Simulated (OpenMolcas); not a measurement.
**Pd2+ in KCdF3: curves along the breathing mode**

Pd2+ with its 6 nearest fluoride ions, on the Cd site of idealised cubic KCdF3 (a = 4.302 Å, distance in the model lattice 2.151 Å). The rest of the host is ab initio model potentials to 7.6 Å, with orthogonalisation functions on the cations behind the ligands, and point charges beyond; the distance is set by hand and nothing relaxes. Ligand basis ANO-RCC-VDZP.

```json
{
  "Program": "OpenMolcas",
  "Method": "CASSCF",
  "Basis": "ANO-RCC-VDZP [6s5p3d1f]",
  "Scalar Hamiltonian": "DKH2, point nucleus",
  "Active space": "8 electrons in 5 orbitals (4d)",
  "State averaging": "2S+1 = 3 even, 10 roots; 2S+1 = 1 even, 15 roots",
  "Spin-orbit coupling": "RASSI with atomic mean-field integrals over the reference wave functions"
}
```

Spin-free energies (labels of O, the rotations of Oh) in cm-1 above the lowest fitted minimum, as all ligands move together:

```csv
R (Å),3A2,3T2,1E,3T1,1A1,1T2,1T1
2.021,2920,20090,16600,28210,27010,33280,37230
2.068,230,15450,13920,23210,24050,28660,32670
2.116,440,13920,14130,21280,23960,27150,31230
2.163,3320,15320,17000,22260,26530,28550,32710
2.211,8870,19570,22530,26050,31780,32780,37020
2.259,17040,26600,30670,32630,39630,39790,44100
2.306,27630,36220,41230,41820,49930,49380,53770
```

Cubic fits give the following; the wavenumber is harmonic, with the mass of all moving ligands, small differences in it between states hang on the degree of the fit, a number in brackets counts states of one label, and the table is a selection of at most 14 states with clean curves.

```
 State  R0 (Å)  Breathing mode (cm-1)  Minimum (cm-1)
   3A2   2.089                    602               0
   3T2   2.117                    622           13910
    1E   2.089                    601           13690
   3T1   2.124                    617           21230
   1A1   2.094                    600           23670
   1T2   2.117                    620           27140
   1T1   2.116                    621           31220
3T1(2)   2.134                    642           32980
 1E(2)   2.139                    638           42270
1T2(2)   2.139                    639           42590
1A1(2)   2.133                    638           64720
```

The minimum of 3T2 is shifted by +0.0276 Å against 3A2 (from the unrounded fits). With M = 114.0 u for the moving shell, the Huang-Rhys factor in this mode is S = M ω ΔR² / 2ħ = 0.01483 × 114.0 × 602 × 0.0276² = 0.78. Only the first shell moves, against a rigid host.

Without dynamic correlation the repulsion within the d shell is too large (B by tens of per cent), so at a given field states of lower spin stand too high. Real 4d8 and 5d8 ions are as a rule square planar and diamagnetic. With metal d orbitals alone the field can be off either way by tens of per cent. Ligand-to-metal charge-transfer states are missing. With no ligand orbital active B as a rule stays too high, so bands that hang on it stand too high and its fall with covalency is understated. No measured value stands beside these numbers.
